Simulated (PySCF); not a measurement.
# Diatomic cations of I with the third period

PBE0 with double-zeta basis sets in PySCF, for the lowest determinant that a PBE0 search found; no spin–orbit coupling. De refers to high-spin ground-configuration atoms (the charge goes to the atom of lower measured ionisation energy or higher electron affinity, which is not always the lowest computed limit). A positive dipole points towards I; it is taken about the centre of mass and depends on that origin.

```csv
M,basis,charged atom,state (unpaired electrons),Re (Å),ωe (cm⁻¹),De (eV),μ (D)
Na,def2-SVP,Na+,doublet (π ↑),3.158,127,0.44,-10.74
Mg,x2c-SVPall,Mg+,singlet (closed shell),2.485,371,2.32,-12.04
Al,def2-SVP,Al+,doublet (σ ↑),2.403,380,1.29,-7.39
Si,x2c-SVPall,Si+,singlet (closed shell),2.325,458,4.21,-4.86
P,x2c-SVPall,I+,doublet (π ↑),2.270,464,4.11,-2.87
S,cc-pV(D+d)Z/cc-pVDZ-PP,S+,triplet (π ↑↑),2.232,479,3.72,-1.44
Cl,def2-SVP,I+,doublet (π ↑),2.272,437,2.50,0.38
```

The shortest bond is that of SI⁺ (2.232 Å), the longest that of NaI⁺ (3.158 Å).

The rows differ in basis set, which adds steps of its own.

The state changes along the series, so neighbouring rows are not always alike in their bonding.

Weak bonds: NaI⁺. Basis-set superposition, not corrected here, can be much of De in a small basis, most of all at correlated wavefunction levels. Spin–orbit coupling is left out, which matters for elements this heavy, above all for dissociation energies. For an ion De counts to the pair picked by the measured ionisation energies or electron affinities, which need not be the lowest pair at this level. States were picked by a PBE0 search and need not be the measured ground states.
